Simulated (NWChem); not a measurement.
# C3H6OSi; SMILES O=C1C[SiH2]C1

```xyz
11

O      0.5070    -2.0954     0.0000
C      0.0335    -0.9835     0.0000
C     -0.2119    -0.0561    -1.2078
Si     0.1389     1.3898     0.0000
C     -0.2119    -0.0561     1.2078
H      0.3847    -0.2928    -2.0909
H     -1.2757    -0.0594    -1.4834
H     -0.8085     2.5340     0.0000
H      1.5416     1.8749     0.0000
H     -1.2757    -0.0594     1.4834
H      0.3847    -0.2928     2.0909
```
Atoms are numbered in this order, from 1.

Level: B3LYP/6-31G* (spherical d) (NWChem), optimised geometry, unscaled harmonic frequencies. 

| frequency (cm⁻¹) | IR intensity (km/mol) |
|---|---|
| 95 | 5.0 |
| 389 | 3.0 |
| 461 | 0.4 |
| 466 | 2.3 |
| 466 | 8.9 |
| 572 | 15.2 |
| 626 | 3.9 |
| 705 | 1.6 |
| 717 | 0.0 |
| 741 | 53.1 |
| 839 | 38.1 |
| 888 | 39.6 |
| 947 | 6.7 |
| 964 | 115.7 |
| 1078 | 74.4 |
| 1129 | 29.5 |
| 1143 | 86.8 |
| 1147 | 5.5 |
| 1435 | 21.1 |
| 1452 | 6.9 |
| 1845 | 270.0 |
| 2256 | 123.3 |
| 2273 | 145.9 |
| 3056 | 0.1 |
| 3062 | 2.5 |
| 3158 | 2.9 |
| 3159 | 3.8 |

```yaml
zero_point_energy: 50.1 kcal/mol
thermal correction to the enthalpy at 298.15 K (with zero-point energy): 54.2 kcal/mol
heat capacity Cv: 21.0 cal/(mol K)
entropy at 298.15 K and 1 atm (symmetry number 1): 74.6 cal/(mol K)
dipole_moment: 2.73 D
```

Rigid rotor and harmonic oscillator; modes under 100 cm⁻¹ make the entropy uncertain.
